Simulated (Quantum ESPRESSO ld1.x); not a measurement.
Species: Kr4+. Configuration: [Ar] 3d10 4s1.75 4p2 5p0.25 (fractional occupations, a model configuration).

All-electron calculation, scalar-relativistic Kohn-Sham, LDA (Slater exchange, Perdew-Wang correlation), spin-polarised, spherical densities, point nucleus; open shells are filled with parallel spins first. Program: ld1.x of Quantum ESPRESSO 7.5.

Energy parts (eV):
total: -75695.93
kinetic: 77408.08
electron-nucleus: -180817.64
Hartree: 30195.78
exchange-correlation: -2482.14

Orbitals (lengths in bohr, moments of r in powers of bohr; <r^-3> diverges for s and p1/2):
orbital  occ.  eigenvalue (eV)   <1/r>     <r^2>      <r>  <r^-3>
1s up       1         -14196.6   36.72  0.002324  0.04154       -
1s down     1         -14196.3   36.72  0.002324  0.04154       -
2s up       1         -1921.64   8.153   0.03981   0.1838       -
2s down     1         -1921.45   8.153   0.03981   0.1838       -
2p up       3         -1707.70   7.981   0.03141   0.1602    1494
2p down     3         -1707.45   7.980   0.03141   0.1602    1494
3s up       1         -322.131   2.699    0.3240   0.5309       -
3s down     1         -321.760   2.700    0.3235   0.5305       -
3p up       3         -253.959   2.550    0.3418   0.5405   222.8
3p down     3         -253.540   2.552    0.3408   0.5398   223.1
3d up       5         -140.648   2.280    0.3756   0.5528   27.14
3d down     5         -140.134   2.286    0.3717   0.5505   27.27
4s up       1         -76.0228  0.9445     2.271    1.419       -
4s down  0.75         -73.1582  0.9470     2.277    1.420       -
4p up       2         -59.3900  0.8382     2.828    1.580   29.07
4p down     0         -56.5485  0.8351     2.871    1.589   28.94
5p up    0.25         -25.1771  0.3913     13.10    3.421   7.878
5p down     0         -24.1546  0.3825     13.71    3.498   7.554

The highest occupied level is 5p up at -25.177 eV. The configuration is held as typed, so some empty levels lie below it. Summed over all electrons, <r^2> = 19.61 bohr^2, which gives a Langevin (diamagnetic) susceptibility term of -15.5 x 10^-6 cm^3/mol.
